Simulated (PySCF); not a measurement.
Species: C2H11GeNSi.
Cartesian coordinates in Å at the PBE0-D3(BJ)/def2-SVP level; atoms count from 1:
```
atom  x, y, z in Å
C1    -2.0016    0.6986   -0.3726
C2    -1.2940   -0.0166    0.7701
Ge3    0.1999   -1.1250    0.1633
N4     1.3426   -0.1003   -0.8635
Si5    2.2731    1.2687   -0.3584
H6    -1.2954    1.3114   -0.9547
H7    -2.7990    1.3650   -0.0074
H8    -2.4651   -0.0150   -1.0727
H9    -0.8870    0.7071    1.4960
H10   -1.9872   -0.6630    1.3341
H11    0.9609   -1.7177    1.3703
H12   -0.2818   -2.2584   -0.7673
H13    1.4433   -0.4122   -1.8239
H14    1.8844    1.5637    1.0557
H15    2.0033    2.4830   -1.1950
H16    3.7539    1.0372   -0.4006
```

Linear response at PBE0/def2-SVPD (PySCF, frozen core in the response, non-relativistic). Relativistic effects, spin–orbit coupling among them, are left out although an element past zinc is present.

Static isotropic polarisability: 91.37 au (13.54 Å³), principal values 81.6, 91.9, 100.6 au.

What is the polarisability at 1064 nm and at the sodium D line?

92.22 au at 1064 nm (+0.9 %), 94.24 au at 589.3 nm (+3.1 %). The rise at 589.3 nm is 3.36 times that at 1064 nm; a pure ω² law gives 3.26. The lowest singlet lies at 215 nm, shorter than both wavelengths.

What is the isotropic C6 coefficient between two such molecules, C6 = (3/π)∫α(iω)² dω?

3092 au (Eh·bohr⁶) by a ten-point quadrature over imaginary frequencies, which is 1850 eV·Å⁶ or 178 J·nm⁶/mol.

Which effective excitation energy ω̄ makes London's formula C6 = (3/4)α²ω̄ exact here?

ω̄ = 4·C6/(3α²) = 0.494 Eh = 13.4 eV. A one-pole form α(ω) = α/(1 − ω²/ω̄²) fitted to the 1064 nm value gives 12.1 eV.

How anisotropic is the static polarisability, by Δα² = ½[(α1 − α2)² + (α2 − α3)² + (α3 − α1)²]?

Δα = 16.4 au, or 0.18 of the isotropic value.

What does −C6/R⁶ come to at R = 10 Å between centres?

-180 J/mol. This is the leading, orientation-averaged term; C8 and higher terms are left out.

What n − 1 at the D line would an ideal gas of it have at 273.15 K and 1 atm (2.6868 × 10¹⁹ cm⁻³), by n − 1 = 2π·N·α′?

23.57 × 10⁻⁴, a formal value whether or not that pressure can be reached.

What molar refraction at the D line follows from R = (4π/3)·N_A·α′, with α′ the polarisability volume?

α′ = 13.96 Å³ gives R = 35.23 cm³/mol, for isolated, non-vibrating species.

Hardware: one thread of an Arm Neoverse V2, shared host. Cost: 43 s, 0.94 GiB resident at most. This is the whole response run at PBE0/def2-SVPD, SCF included.

One conformer stands for the species.
